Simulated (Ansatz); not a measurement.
C2H8S2Si, SMILES `[SiH3]CSCS`. Charge 0, multiplicity 1. All single points use the PBE0-D4/def2-TZVP geometry. It is one conformer, not always the lowest.

```xyz
13

Si    1.667    0.482   -0.886
C     0.726   -1.092   -0.466
S    -0.170   -0.922    1.104
C    -1.610    0.003    0.537
S    -2.605    0.544    1.932
H     0.747    1.649   -0.876
H     2.729    0.693    0.130
H     2.290    0.390   -2.236
H     1.434   -1.911   -0.316
H     0.040   -1.413   -1.254
H    -1.304    0.853   -0.073
H    -2.263   -0.640   -0.057
H    -1.682    1.364    2.461
```

(1) What is the dipole moment at r2SCAN/def2-TZVPP? (Estimate.)

(2) And with PBE, B3LYP, ωB97M-V? (Best estimate.)

(3) Give the Mulliken charges with r2SCAN, B3LYP, PBE in def2-TZVPP. (An estimate is asked.)

Answers

(1) Ansatz gave: 1.81 D, with components (0.52, -0.03, -1.73) D in this frame, pointing from negative to positive charge.

(2) Ansatz gave: PBE 1.67 D, B3LYP 1.75 D, ωB97M-V 1.77 D.

(3) The calculation gave: 
```csv
atom,r2SCAN,B3LYP,PBE
Si1,0.28,0.27,0.19
C2,-0.19,-0.26,-0.23
S3,-0.11,-0.09,-0.10
C4,-0.06,-0.15,-0.14
S5,-0.16,-0.15,-0.17
H6,-0.08,-0.07,-0.05
H7,-0.06,-0.06,-0.04
H8,-0.08,-0.07,-0.06
H9,0.09,0.12,0.12
H10,0.08,0.11,0.11
H11,0.10,0.13,0.13
H12,0.09,0.13,0.13
H13,0.10,0.10,0.11
```

B3LYP here is the variant with VWN-RPA as its local correlation; programs differ in this.
